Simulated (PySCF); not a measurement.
## Magnetic susceptibility: SMILES CCOCOC(C)C, C6H14O2

Cartesian coordinates in Å; atom numbers follow the order of the lines, from 1:
```xyz
22

C     3.358    0.441   -0.350
C     1.932    0.541   -0.884
O     1.223   -0.687   -0.790
C     0.627   -0.922    0.451
O    -0.395   -0.027    0.756
C    -1.545   -0.112   -0.091
C    -2.201    1.264   -0.105
C    -2.517   -1.176    0.417
H     3.360    0.241    0.719
H     3.886   -0.362   -0.856
H     3.879    1.378   -0.528
H     1.951    0.778   -1.951
H     1.378    1.325   -0.354
H     1.345   -0.827    1.277
H     0.266   -1.959    0.397
H    -1.209   -0.372   -1.106
H    -3.093    1.245   -0.724
H    -1.512    2.008   -0.498
H    -2.474    1.546    0.908
H    -2.036   -2.151    0.461
H    -2.860   -0.913    1.415
H    -3.373   -1.242   -0.249
```

Theory: GIAO BHandHLYP/pcSseg-1 magnetisability, rotational g tensor and spin-rotation constants, non-relativistic, gas phase in PySCF 2.14.0. Geometry: GFN2-xTB.

(1) How diamagnetic is it, and how anisotropic?

(2) Split it along the inertial axes a, b, c into diamagnetic and paramagnetic parts about the centre of mass, with the quadrupole moment.

(3) And the rotational g tensor?

Answers

(1) Isotropic -1436 × 10⁻³⁰ J/T², or -86.5 × 10⁻⁶ cm³/mol; principal values -1479, -1453, -1376 × 10⁻³⁰ J/T², anisotropy 92 × 10⁻³⁰ J/T² (root of half the summed squared differences of the principal values). The susceptibility is in cgs units.

(2) 
| axis | χ (10⁻⁶ cm³/mol) | diamagnetic (10⁻⁶ cm³/mol) | paramagnetic (10⁻⁶ cm³/mol) | summed x² of all electrons (Å²) | quadrupole Θ (D Å) |
| --- | --- | --- | --- | --- | --- |
| a | -87.6 | -416.1 | 328.5 | 295.6 | +3.57 |
| b | -87.9 | -1390.1 | 1302.2 | 66.0 | +0.90 |
| c | -84.0 | -1533.8 | 1449.8 | 32.1 | -4.48 |

Anisotropies 2χaa − χbb − χcc = -3.3 and 2χbb − χaa − χcc = -4.2 × 10⁻⁶ cm³/mol. Θ is traceless in Buckingham's convention.

(3) 
```csv
axis,rotational constant (GHz),g,nuclear part,electronic part
a,4.2975,-0.0090,0.6543,-0.6633
b,0.9909,-0.0012,0.6050,-0.6062
c,0.8962,-0.0014,0.6090,-0.6104
```
Asymmetric top; isotopes 12C, 1H, 16O; no vibrational averaging.
